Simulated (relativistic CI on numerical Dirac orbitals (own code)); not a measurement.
Method of calculation: Dirac-Coulomb-Breit CI, separate exchange-only KLI orbitals for each configuration, a model potential for QED, unscaled Slater integrals (own radial code, finite nucleus).

The strongest absorption lines from the ground level of an ion, among the configurations computed and to levels below about 13200 eV (vacuum wavelength in nm, gf): 0.09399 (0.013), 0.09515 (0.023), 0.09735 (0.048), 0.09741 (0.0097), 0.10249 (0.13), 0.10264 (0.026), 0.12062 (0.65), 0.12132 (0.13).

Which ion is it?
A. Fe²⁴⁺
B. Sr³⁶⁺
C. Ge²⁸⁺
D. Ge³⁰⁺

D. Ge³⁰⁺ has 2 electrons and the ground level 1s2 1S_0; the strongest line goes to 1s.2p 1P°_1. The pattern of lines fixes the number of electrons, and along that sequence the line energies rise steadily with the charge (about as its square where n changes within one kind of shell, about linearly where n is kept but much faster in heavy ions where fine structure, which grows about as Z⁴, sets the gap, and irregularly where shells cross), which fixes Z. Configurations outside the model, such as inner-shell arrays, can give stronger lines. At this charge energies of transitions that change n are usually good to better than 1 %, and those within a shell (Δn = 0) to a few per cent.

LS names give the leading component of a level, which can be under half, so a name can repeat, a term be missing and a line seem to break the LS rules.
